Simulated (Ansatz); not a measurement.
Basis-set extrapolation for C₂H₆B₂O (PBE0-D4/def2-TZVP geometry, frozen core, Ansatz). Multiplicity 1, RHF reference.

```
                      def2-TZVPP   def2-QZVPP
                 HF  -203.526432  -203.535970
    MP2 correlation    -0.789276    -0.842211
CCSD(T) correlation    -0.856461      not run
```

Energies in hartree. Use E(X) = E(∞) + A·exp(−7.88·√X) for Hartree–Fock and E(X) = E(∞) + B·X^(−2.97) for correlation, with X = 3 and 4, and add CCSD(T) minus MP2 of the smaller set to the MP2 limit.

Question: What is the CCSD(T) energy at the basis-set limit?

Answer: HF limit: -203.535970 + (-0.009538) × 0.13774 = -203.53728. MP2 limit: -0.842211 + (-0.052935) × 0.74074 = -0.88142. Higher-order term: -0.856461 − (-0.789276) = -0.06719. Total: -204.48589 hartree, 2.80 eV below CCSD(T)/def2-TZVPP.
